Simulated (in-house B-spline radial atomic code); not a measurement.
A radial electron density 4πr²n(r) was computed for an atom or ion in its tabulated ground configuration with a B-spline radial code for spherical atoms; method: non-relativistic HSE06, spin-polarised, spherical fractional occupations. Columns: r (bohr), 4πr²n(r) (electrons per bohr), bar.

```
 0.00324   0.7141 #
 0.00386   0.9875 ##
  0.0046     1.36 ##
 0.00549    1.865 ###
 0.00653    2.526 ####
 0.00779     3.41 ######
 0.00927    4.538 ########
   0.011    5.943 ##########
  0.0132    7.805 #############
  0.0157    9.944 #################
  0.0187    12.45 #####################
  0.0223    15.23 ##########################
  0.0265    18.07 ###############################
  0.0316    20.81 ###################################
  0.0376    23.03 #######################################
  0.0448    24.43 ##########################################
  0.0534    24.68 ##########################################
  0.0636    23.72 ########################################
  0.0758    21.82 #####################################
  0.0903    19.66 #################################
   0.108    18.16 ###############################
   0.128    18.22 ###############################
   0.153     20.1 ##################################
   0.182    23.02 #######################################
   0.217    25.52 ###########################################
   0.258    25.83 ############################################
   0.308       23 #######################################
   0.367    17.66 ##############################
   0.437     11.8 ####################
    0.52    7.564 #############
    0.62      5.9 ##########
   0.738    6.097 ##########
    0.88    6.403 ###########
    1.05    5.571 #########
    1.25    3.759 ######
    1.49    1.891 ###
    1.77   0.7049 #
    2.11   0.1797 
    2.51  0.03068 
       3 0.002997 
    3.57 0.0001739
```

Which atom or ion is it?
A. Sc5+
B. Ti6+
C. Sc7+
D. Sc6+

D. The area under the curve, ∫4πr²n dr = ∫r·4πr²n d(ln r) on this logarithmic grid, is 15 electrons, which only this option has. The configuration is [Ne] 3s2 3p3.
